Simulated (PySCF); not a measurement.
Sn(I)(NH2) (H2INSn), SMILES [NH2][Sn][I] (connectivity only; charge and spin as stated), neutral, multiplicity 1. Atoms are numbered in the order given.

```xyz
5

Sn     0.3641     1.2589     0.0000
I     -0.0491    -1.4810     0.0000
N     -1.6104     1.6999     0.0000
H     -2.3529     1.0057     0.0000
H     -1.9801     2.6463     0.0000
```

The structure is a stationary point at PBE0-D3(BJ)/def2-SVP. The def2 effective core potentials stand for the cores of I, Sn; spin–orbit coupling is left out. The values are those of a single conformer.

The numbers are results of PySCF with CAM-B3LYP/def2-TZVPD, not measurements.

The molecule is in vacuum.

Computed frontier levels, gap, dipole moment and polarisability:
| Quantity | Value |
|---|---|
| highest occupied level | -8.24 eV |
| lowest empty level | -1.46 eV |
| orbital gap | 6.78 eV |
| dipole moment | 3.33 D |
| quadrupole, principal values (traceless, Buckingham form, about the centre of nuclear charge) | -2.15, -0.11, 2.26 D·Å |
| mean static polarisability | 92.1 bohr³ (13.65 Å³) |
| polarisability, principal values | 69.1, 85.4, 121.8 bohr³ |
